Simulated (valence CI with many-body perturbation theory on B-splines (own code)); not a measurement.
E1 line list for Zr7+

Calculated by configuration interaction combined with many-body perturbation theory (CI+MBPT): five valence electrons over a frozen Dirac-Fock core [Ar] 3d10, radial functions for each j: 9 s, 9 p, 8 d, 6 f, 3 g, 1 h, with the one-electron correlation potential Σ1, the two-electron term Σ2, the three-electron term Σ3, Breit, model QED; selected CI, second order for the rest, scaled by the run's own slope (own B-spline code, finite nucleus).

No measured levels were compared; by estimate levels hold to about 250 cm⁻¹ or 0.2 % of their energy and the worst to 1 %, as in measured heavy ions of charge 2 to 7; those with d or f electrons hold less well. Among the levels kept, up to 800 cm⁻¹ of a level comes from second order outside the variational space, and about a tenth of that is noise between levels of different J, which matters for small intervals.

Lines 101 to 150 of 171 in falling wavelength, among levels below 57.449 eV, chosen from the strongest by gf and those to the six lowest levels. Wavelengths and rates use the calculated energies, so an error of 600 cm⁻¹ moves a line at 33.97 nm by 0.2 % and its rate by three times that or more. Electric multipoles are in the length gauge, E1 and E2 with the static RPA response of the core. Weak lines are less certain than strong ones. Lines between different terms over intervals too small for the method are left out, as are lines whose strength nearly cancels.

Names give the largest LS component (configuration and term), which can be under half, so a name can repeat, a term be missing and a line seem to break the LS rules; names also repeat where a configuration has a term twice. Letters in brackets count levels of one name in rising energy.

```
λ vac (nm)                  Upper            Lower   A (s⁻¹)  log gf  Branch %
     33.97      4s2 4p2 4d 4P_3/2  4s2 4p3 2P°_3/2  2.83e+08   -1.71       0.4
     33.94      4s2 4p2 4d 4F_3/2  4s2 4p3 4S°_3/2  1.92e+08   -1.88      26.5
     33.62      4s2 4p2 4d 4D_7/2  4s2 4p3 2D°_5/2  1.16e+08   -1.80     100.0
     33.56      4s2 4p2 4d 4P_1/2  4s2 4p3 2P°_3/2  1.85e+09   -1.20       2.1
     33.47      4s2 4p2 4d 4F_5/2  4s2 4p3 4S°_3/2  3.87e+08   -1.41      65.0
     33.32  4s2 4p2 4d 2D_3/2 [a]  4s2 4p3 2P°_3/2  1.08e+08   -2.14       0.5
     33.17  4s2 4p2 4d 2P_1/2 [a]  4s2 4p3 2P°_1/2  5.98e+09   -0.71      10.9
     32.94      4s2 4p2 4d 4P_3/2  4s2 4p3 2P°_1/2  7.48e+07   -2.31       0.1
     32.61  4s2 4p2 4d 2P_3/2 [a]  4s2 4p3 2D°_5/2  2.85e+10    0.26      56.7
     32.59  4s2 4p2 4d 2F_5/2 [a]  4s2 4p3 4S°_3/2  4.10e+08   -1.41      94.6
     32.55      4s2 4p2 4d 4P_1/2  4s2 4p3 2P°_1/2  1.49e+09   -1.32       1.7
     32.33  4s2 4p2 4d 2D_3/2 [a]  4s2 4p3 2P°_1/2  1.14e+09   -1.15       4.8
     32.31  4s2 4p2 4d 2D_5/2 [a]  4s2 4p3 2P°_3/2  2.04e+09   -0.72       3.6
     32.27      4s2 4p2 4d 2G_7/2  4s2 4p3 2D°_5/2  1.12e+09   -0.85     100.0
     32.25      4s2 4p2 4d 4D_1/2  4s2 4p3 4S°_3/2  1.46e+08   -2.34       8.2
     32.13      4s2 4p2 4d 4D_3/2  4s2 4p3 4S°_3/2  1.05e+09   -1.19      44.2
     32.01  4s2 4p2 4d 2P_3/2 [a]  4s2 4p3 2D°_3/2  1.80e+10    0.04      35.9
     31.63  4s2 4p2 4d 2D_3/2 [b]  4s2 4p3 2P°_3/2  3.88e+08   -1.63       0.5
     31.61      4s2 4p2 4d 4D_5/2  4s2 4p3 4S°_3/2  1.24e+09   -0.95      66.0
     31.45      4s2 4p2 4d 4P_5/2  4s2 4p3 2D°_5/2  2.93e+09   -0.58       3.3
     31.39  4s2 4p2 4d 2D_5/2 [b]  4s2 4p3 2P°_3/2  1.82e+09   -0.79       8.0
     31.15      4s2 4p2 4d 4P_3/2  4s2 4p3 2D°_5/2  2.23e+09   -0.89       2.8
     31.05  4s2 4p2 4d 2P_1/2 [b]  4s2 4p3 2P°_3/2  1.64e+09   -1.32       2.6
     30.89      4s2 4p2 4d 4P_5/2  4s2 4p3 2D°_3/2  1.82e+09   -0.81       2.1
     30.79  4s2 4p2 4d 2P_1/2 [a]  4s2 4p3 2D°_3/2  2.20e+10   -0.20      40.0
     30.73  4s2 4p2 4d 2D_3/2 [b]  4s2 4p3 2P°_1/2  5.85e+09   -0.48       7.7
     30.65  4s2 4p2 4d 2F_5/2 [b]  4s2 4p3 2P°_3/2  1.05e+09   -1.05       0.9
     30.60  4s2 4p2 4d 2D_3/2 [a]  4s2 4p3 2D°_5/2  3.98e+09   -0.65      16.7
     30.60      4s2 4p2 4d 4P_3/2  4s2 4p3 2D°_3/2  1.52e+08   -2.07       0.2
     30.26      4s2 4p2 4d 4P_1/2  4s2 4p3 2D°_3/2  1.08e+10   -0.53      12.1
     30.19  4s2 4p2 4d 2P_1/2 [b]  4s2 4p3 2P°_1/2  5.75e+10    0.20      91.3
     30.15  4s2 4p2 4d 2P_3/2 [b]  4s2 4p3 2P°_3/2  4.45e+10    0.38      67.0
     30.10      4s2 4p2 4d 2S_1/2  4s2 4p3 2P°_3/2  5.46e+10    0.17      80.6
     30.07  4s2 4p2 4d 2D_3/2 [a]  4s2 4p3 2D°_3/2  4.03e+09   -0.66      16.9
     29.79  4s2 4p2 4d 2P_3/2 [a]  4s2 4p3 4S°_3/2  1.03e+09   -1.26       2.1
     29.74  4s2 4p2 4d 2D_5/2 [a]  4s2 4p3 2D°_5/2  4.42e+10    0.55      78.3
     29.34  4s2 4p2 4d 2P_3/2 [b]  4s2 4p3 2P°_1/2  2.09e+10    0.03      31.5
     29.29      4s2 4p2 4d 2S_1/2  4s2 4p3 2P°_1/2  2.22e+09   -1.24       3.3
     29.24  4s2 4p2 4d 2D_5/2 [a]  4s2 4p3 2D°_3/2  4.48e+09   -0.46       7.9
     29.16  4s2 4p2 4d 2D_3/2 [b]  4s2 4p3 2D°_5/2  1.13e+10   -0.24      14.9
     28.96  4s2 4p2 4d 2D_5/2 [b]  4s2 4p3 2D°_5/2  1.66e+10    0.10      73.0
     28.82      4s2 4p2 4d 4P_5/2  4s2 4p3 4S°_3/2  8.30e+10    0.79      94.6
     28.73  4s2 4p2 4d 2P_1/2 [a]  4s2 4p3 4S°_3/2  1.74e+10   -0.37      31.7
     28.71  4s2 4p2 4d 2D_3/2 [c]  4s2 4p3 2P°_3/2  2.46e+10    0.08      25.7
     28.68  4s2 4p2 4d 2D_3/2 [b]  4s2 4p3 2D°_3/2  5.84e+10    0.46      76.9
     28.67  4s2 4p2 4d 2D_5/2 [c]  4s2 4p3 2P°_3/2  9.77e+10    0.86      95.0
     28.56      4s2 4p2 4d 4P_3/2  4s2 4p3 4S°_3/2  7.71e+10    0.58      96.6
     28.48  4s2 4p2 4d 2D_5/2 [b]  4s2 4p3 2D°_3/2  4.24e+09   -0.51      18.6
     28.33  4s2 4p2 4d 2F_5/2 [b]  4s2 4p3 2D°_5/2  1.24e+10   -0.05      10.8
     28.27      4s2 4p2 4d 4P_1/2  4s2 4p3 4S°_3/2  7.50e+10    0.25      84.1
```

(1) How does gf follow from A for the line at 33.17 nm?

Answers

(1) gf = 1.4992 × (2J+1)_upper × A / σ², with σ = 301499 cm⁻¹ and 2J+1 = 2: gf = 0.197.
